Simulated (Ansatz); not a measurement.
Mulliken charges of ClH₄N₃W (`[NH]=[W](=[NH])([NH2])[Cl]`) from PBE/def2-TZVPP in Ansatz (PBE0-D4/def2-TZVP geometry).

| atom | x (Å) | y (Å) | z (Å) | charge (e) |
| --- | --- | --- | --- | --- |
| N1 | -1.192 | 1.226 | -0.384 | -0.370 |
| W2 | 0.258 | 0.376 | 0.093 | 0.703 |
| N3 | 1.238 | -0.140 | -1.259 | -0.370 |
| N4 | -0.314 | -1.233 | 1.015 | -0.402 |
| Cl5 | 1.518 | 1.758 | 1.435 | -0.277 |
| H6 | -1.845 | 1.656 | -1.021 | 0.179 |
| H7 | 1.503 | -0.225 | -2.228 | 0.179 |
| H8 | 0.154 | -2.121 | 0.916 | 0.179 |
| H9 | -1.232 | -1.342 | 1.416 | 0.179 |

Task: By hand: the dipole of these point charges (1 e Å = 4.8032 D).

Result: Σ q r = (-0.384, -0.493, -0.296) e Å, of length 0.691 e Å = 3.32 D.

Task: How does the dipole of the full density compare? (Estimate.)

Result: The calculation gave: (-0.364, -0.476, -0.264) e Å, 3.15 D; the point charges give 1.05 times that, at 2° from its direction.

Point charges leave out the atoms' own dipoles, such as those of lone pairs, and Mulliken's split depends on the basis, so the close match here is no proof of good charges.
